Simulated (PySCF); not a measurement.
Si(H)3(OAc) (C₂H₆O₂Si), SMILES [SiH3]OC(=O)C. Geometry: r2SCAN-D4/def2-SVP.

Method: r2SCAN-D4/def2-SVP run with PySCF.

Harmonic wavenumbers (cm⁻¹): 96, 125, 151, 215, 377, 579, 598, 697, 711, 793, 938, 942, 958, 963, 1014, 1043, 1282, 1376, 1434, 1443, 1815, 2258, 2270, 2271, 3057, 3150, 3201. Rotational constants (GHz): 9.867, 2.539, 2.097; symmetry number 1.

### Question
Work out the zero-point energy and the ideal-gas rigid-rotor harmonic-oscillator thermochemistry at 298.15 K and 1 atm.

### Answer
ZPE = ½ Σ hcν = ½ × 33756 cm⁻¹ = 48.26 kcal/mol. H − E(el) = 53.05 kcal/mol. Entropy in cal/(mol K): translation 39.41, rotation 26.22, vibration 14.75, total 80.37. G − E(el) = 29.09 kcal/mol. Cp = 24.42 cal/(mol K). Modes under 150 cm⁻¹ make the vibrational entropy uncertain.
